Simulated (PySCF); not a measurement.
C2H9BSi, SMILES CB(C)[SiH3]. Atoms are numbered in the order given.

```xyz
13

B      0.3178    -0.2767     0.3221
C      1.8102    -0.4586    -0.1157
H      2.2904    -1.3659     0.2848
H      2.3300     0.3998     0.3599
H      2.0104    -0.3698    -1.1939
C     -0.2221    -0.9504     1.6277
H     -0.7029    -1.8859     1.2716
H     -1.0149    -0.3932     2.1488
H      0.5592    -1.2558     2.3418
Si    -0.9183     0.8168    -0.8720
H     -2.1643     1.3058    -0.1966
H     -1.3493    -0.0399    -2.0296
H     -0.2191     2.0068    -1.4611
```

Geometry optimised at PBE0-D3(BJ)/def2-SVP. This is a generated structure with no PubChem entry under its InChIKey; it may be hypothetical.

Calculation: ωB97X/def2-TZVP (PySCF).

Isolated molecule, no solvent.

Computed frontier levels, gap, dipole moment and polarisability:
```yaml
highest_occupied_level: -9.95 eV
lowest_empty_level: 0.91 eV
orbital_gap: 10.86 eV
dipole_moment: 1.38 D
quadrupole, principal values (traceless, Buckingham form, about the centre of nuclear charge): -2.53, 0.23, 2.30 D·Å
mean_static_polarisability: 68.2 bohr³ (10.11 Å³)
polarisability_principal_values: 58.3, 69.6, 76.8 bohr³
```
